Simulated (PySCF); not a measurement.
Compound: 1,2,3-trimethylbenzene, C₉H₁₂.
Bonds: C1–C2, C2–C3 (aromatic), C3–C4 (aromatic), C4–C5 (aromatic), C5–C6 (aromatic), C6–C7, C6–C8 (aromatic), C8–C9, C2–C8 (aromatic). Hydrogens: H10, H11, H12 on C1; H13 on C3; H14 on C4; H15 on C5; H16, H17, H18 on C7; H19, H20, H21 on C9.

The same species was optimised twice, with GFN2-xTB and with PBE0-D3(BJ)/def2-SVP (PySCF), and the same property calculations (PySCF, gas phase) were run on both structures.

```tsv
coordinate	GFN2-xTB	PBE0-D3(BJ)/def2-SVP	change
C2–C8 (Å)	1.397	1.409	+0.012
C6–C8 (Å)	1.398	1.410	+0.012
C2–C3 (Å)	1.389	1.399	+0.010
C5–C6 (Å)	1.387	1.397	+0.010
C4–C5 (Å)	1.382	1.391	+0.009
C3–C4 (Å)	1.381	1.390	+0.009
C1–C2 (Å)	1.502	1.504	+0.002
C6–C7 (Å)	1.500	1.502	+0.002
C8–C9 (Å)	1.501	1.503	+0.002
C5–C6–C7 (°)	119.6	120.0	+0.4
C1–C2–C3 (°)	119.0	119.3	+0.3
C7–C6–C8 (°)	120.6	120.4	-0.2
C5–C6–C8 (°)	119.8	119.6	-0.2
C2–C8–C9 (°)	121.4	121.2	-0.2
C4–C5–C6 (°)	120.6	120.8	+0.2
C3–C2–C8 (°)	119.4	119.2	-0.2
C1–C2–C8 (°)	121.6	121.5	-0.1
```

Rotational constants: A = 2247, B = 1755, C = 1004 MHz (GFN2-xTB) against A = 2217, B = 1735, C = 991.4 MHz (PBE0-D3(BJ)/def2-SVP).

On the GFN2-xTB structure: HOMO (eV) -6.71 [PBE0/pcSseg-1]; LUMO (eV) 0.10 [PBE0/pcSseg-1]; dipole (D) 0.78 [PBE0/pcSseg-1]; GIAO shielding of C1/C7 (mean) (ppm) 163.0 [PBE0/pcSseg-1]; GIAO shielding of C2/C6 (mean) (ppm) 45.9 [PBE0/pcSseg-1]; GIAO shielding of C3/C5 (mean) (ppm) 53.6 [PBE0/pcSseg-1]; GIAO shielding of C4 (ppm) 55.6 [PBE0/pcSseg-1]; GIAO shielding of C8 (ppm) 47.4 [PBE0/pcSseg-1]; GIAO shielding of C9 (ppm) 169.5 [PBE0/pcSseg-1].

**Question.** What do these properties become on the PBE0-D3(BJ)/def2-SVP structure?

**Answer.** 
```
                                    property          level  on GFN2-xTB  on PBE0-D3(BJ)/def2-SVP  change
                                   HOMO (eV)  PBE0/pcSseg-1        -6.71                    -6.69   +0.02
                                   LUMO (eV)  PBE0/pcSseg-1         0.10                     0.01   -0.09
                                  dipole (D)  PBE0/pcSseg-1         0.78                     0.80   +0.02
energy, GFN2-xTB geometry as zero (kcal/mol)  PBE0/pcSseg-1          0.0                     -0.4    -0.4
        GIAO shielding of C1/C7 (mean) (ppm)  PBE0/pcSseg-1        163.0                    161.4    -1.6
        GIAO shielding of C2/C6 (mean) (ppm)  PBE0/pcSseg-1         45.9                     43.6    -2.3
        GIAO shielding of C3/C5 (mean) (ppm)  PBE0/pcSseg-1         53.6                     51.2    -2.4
                  GIAO shielding of C4 (ppm)  PBE0/pcSseg-1         55.6                     53.6    -2.0
                  GIAO shielding of C8 (ppm)  PBE0/pcSseg-1         47.4                     44.6    -2.8
                  GIAO shielding of C9 (ppm)  PBE0/pcSseg-1        169.5                    167.6    -1.9
```

The heavy atoms differ by 0.011 Å rms after alignment. Among bonds between heavy atoms C2–C8 and C6–C8 change most and about equally (+0.012 Å). Changes are differences of the printed values. Neither structure is proved a minimum here.
